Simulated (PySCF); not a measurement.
**SMILES CC(C)=C=C(C)[SiH3], C6H12Si**

Geometry (Å), atoms numbered from 1 in this order:
```xyz
19

C    -2.169    1.219   -0.348
C    -1.381   -0.035   -0.081
C    -2.135   -1.202    0.497
C    -0.093   -0.107   -0.338
C     1.201   -0.165   -0.562
C     1.803   -0.613   -1.872
Si    2.338    0.335    0.849
H    -1.541    2.016   -0.766
H    -2.629    1.590    0.584
H    -2.992    1.017   -1.054
H    -2.599   -0.924    1.458
H    -1.482   -2.069    0.666
H    -2.953   -1.508   -0.177
H     1.025   -0.885   -2.600
H     2.425    0.185   -2.312
H     2.460   -1.486   -1.726
H     3.199   -0.819    1.263
H     3.257    1.436    0.414
H     1.532    0.795    2.018
```

Computed with PySCF, quadratic response CAM-B3LYP/aug-cc-pVDZ first hyperpolarisability, Taylor convention, gas phase. Geometry: PBE0-D3(BJ)/def2-SVP.

(1) What is the first hyperpolarisability, and how does it disperse?

(2) Which lowest excitations, dipole and polarisabilities go with it?

## Answers

(1) In au, Taylor convention; the vector part is βᵢ = ⅓ Σⱼ (βᵢⱼⱼ + βⱼᵢⱼ + βⱼⱼᵢ); β∥ is 3/5 of the vector part along the dipole, the dipole points from − to +:
```
                   process  λ (nm)  β vector norm     β∥  β HRS  depolarisation ratio
           static β(0;0,0)       ∞          207.4  124.2   81.2                  6.20
second harmonic β(−2ω;ω,ω)    1907          218.1  130.7   85.6                  6.09
         Pockels β(−ω;ω,0)    1907          210.8  126.3      –                     –
second harmonic β(−2ω;ω,ω)    1064          245.1  146.9   97.0                  5.82
         Pockels β(−ω;ω,0)    1064          218.9  131.1      –                     –
```

(2) S1 5.29 eV (f = 0.000); S2 5.77 eV (f = 0.008); S3 6.07 eV (f = 0.002); dipole 1.05 D; isotropic α 111.1 au static, 111.5 au at 1907 nm, 112.5 au at 1064 nm, 112.8 au at 953.5 nm, 117.0 au at 532 nm.
